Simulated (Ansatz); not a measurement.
Molecule: C4H10Si2 (charge 0, singlet). 
Geometry from a B3LYP-D3(BJ)/def2-TZVP (Ansatz, an electronic-structure program) optimisation:
SMILES: [SiH3]CC#CC[SiH3]
```xyz
16

Si     2.6772     0.9986     0.0040
C      2.0855    -0.8017     0.0689
C      0.6626    -0.8839    -0.2042
C     -0.5168    -0.8927    -0.4451
C     -1.9490    -0.8606    -0.6764
Si    -2.7895     0.3699     0.4961
H      4.1331     1.0538     0.2856
H      1.9533     1.7966     1.0185
H      2.4200     1.5603    -1.3409
H      2.6602    -1.3889    -0.6541
H      2.3156    -1.2084     1.0585
H     -2.3943    -1.8495    -0.5294
H     -2.1700    -0.5660    -1.7070
H     -4.2510     0.3824     0.2393
H     -2.2425     1.7260     0.2689
H     -2.5455    -0.0317     1.8995
```

Atomisation energy built up term by term with Ansatz (kcal/mol; UHF references for open shells; valence terms freeze the core; atomic spin-orbit terms are left out). Basis-set limits of correlation are two-point, X^-3; Hartree-Fock from the larger set.

```tsv
term	basis	kcal/mol
Hartree-Fock	cc-pV(Q+d)Z	?
CCSD correlation	CBS(cc-pV(T+d)Z,cc-pV(Q+d)Z)	?
(T)	CBS(cc-pV(T+d)Z,cc-pV(Q+d)Z)	20.17
core correlation	cc-pwCVTZ	4.50
scalar relativity (X2C)	cc-pVTZ-DK against cc-pVTZ	-1.99
sum: De		?
```

Some entries are withheld; supply them.


- Hartree-Fock, kcal/mol: 1076.28
- CCSD correlation, kcal/mol: 324.75
- sum: De, kcal/mol: 1423.7
